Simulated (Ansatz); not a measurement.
Molecule: NbF3, net charge 0, triplet state. The spin state was set by rule; other spins were not relaxed. 
Coordinates optimised at B3LYP-D3(BJ)/def2-TZVP (Ansatz, a quantum-chemistry and plane-wave program):
SMILES: [F][Nb]([F])[F]
```xyz
4

Nb     0.0575    -0.0105    -0.0104
F      1.8657    -0.3395    -0.3366
F     -0.9303    -0.4178     1.5486
F     -1.1974     0.8049    -1.1647
```
Charge 0, spin multiplicity 3.

Total electronic energies in hartree. Cores are frozen in the correlated levels unless marked. Open shells are spin-unrestricted. Spin-orbit coupling is left out. Frozen are the shells of the preceding noble gas and the d and f shells that filled before the atom's block. Past Kr the def2 sets carry scalar-relativistic core potentials. STO-3G rows are all-electron and non-relativistic. Basis-set limits of correlation are two-point, X^-3; Hartree-Fock from the larger set. [CCSD(T)-MP2]/basis is that difference in the basis named.

| level | program | energy (Eh) |
|---|---|---|
| HF/def2-SVPD | Ansatz | -354.64607 |
| HF/def2-TZVPP | Ansatz | -355.02164 |
| RI-HF/def2-QZVPP | Ansatz | -355.03853 |
| PBE0/def2-TZVP | Ansatz | -356.50090 |
| HSE06-D3(BJ)/def2-TZVPD | Ansatz + dftd3 | … |
| RI-MP2/def2-TZVPPD | Ansatz | -355.91067 |
| SCS-MP2/STO-3G | Ansatz | -4010.42107 |
| SCS-MP2/def2-TZVPP | Ansatz | -355.86427 |
| RI-MP2/CBS(def2-TZVPP,def2-QZVPP)+[CCSD(T)-MP2]/def2-TZVPP | Ansatz | -356.0813 |

Some entries are withheld; supply them.


- HSE06-D3(BJ)/def2-TZVPD, energy (Eh): -356.49382
